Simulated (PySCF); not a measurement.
# Ce(OH)3 at several levels of theory

Computed with PySCF 2.14.0 (density fitting, no spin-orbit coupling) at the geometry relaxed with r2SCAN:

```xyz
7
Ce(OH)3 (singlet in the valence; each metal's 4f electrons, 1 of them, lie in its core potential, out of spins and levels)
Ce    0.0000    0.0000   -0.4783
O     2.0905    0.0000    0.0476
H     2.9629    0.0000    0.4489
O    -1.0452    1.8104    0.0476
H    -1.4814    2.5659    0.4489
O    -1.0453   -1.8104    0.0476
H    -1.4815   -2.5659    0.4489
```

| level | basis | state | HOMO (eV) | gap (eV) | charge on Ce1 (e) | population of f-type functions on Ce1 (polarisation alone where 4f lies in the core) | dipole about the centre of mass (D) | largest force component (eV/Å) |
| --- | --- | --- | --- | --- | --- | --- | --- | --- |
| r2SCAN | Ce lcecp-1-SVP with ECP47, O def2-SVP, H def2-SVP | singlet | -6.07 | 4.64 | 1.13 | 0.09 | 1.81 | 0.03 |
| r2SCAN | Ce lcecp-1-TZVP with ECP47, O def2-TZVP, H def2-TZVP | singlet | -6.37 | 4.96 | 1.65 | 0.12 | 2.08 | 0.21 |

In the lcecp rows the 4f levels are missing from HOMO and gap, and the state counts the valence alone.

Charges are Mulliken's, which hang on the basis. The relaxation used the grid (50, 194), these runs (75, 302) or, all-electron (x2c bases, spin-free X2C Hamiltonian), (99, 590).

Order these levels, in the first row's basis, by the HOMO–LUMO gap they give here, smallest first.
A. HF
B. TPSSh
C. BLYP
D. PBE0

C (3.72 eV), B (5.01 eV), D (6.13 eV), A (12.05 eV).

And their other results?


```tsv
level	state	HOMO (eV)	gap (eV)	charge on Ce1 (e)	population of f-type functions on Ce1 (polarisation alone where 4f lies in the core)	dipole about the centre of mass (D)	largest force component (eV/Å)
TPSSh	singlet	-6.45	5.01	1.13	0.10	1.82	0.17
HF	singlet	-11.57	12.05	1.66	0.09	2.38	1.39
BLYP	singlet	-5.60	3.72	0.92	0.10	1.64	0.49
PBE0	singlet	-7.39	6.13	1.17	0.10	1.86	0.23
```

In the first row's basis the gap widens with exact exchange: 3.7 to 4.6 eV for BLYP, r2SCAN (none); 5.0 to 6.1 eV for TPSSh, PBE0 (a fixed share); 12.0 eV for Hartree–Fock (rising or full at long range).

No frequency check is given that shows the relaxed geometry to be a minimum. An lcecp potential fixes the number of 4f electrons, so in runs with it no electron can move into or out of that shell.
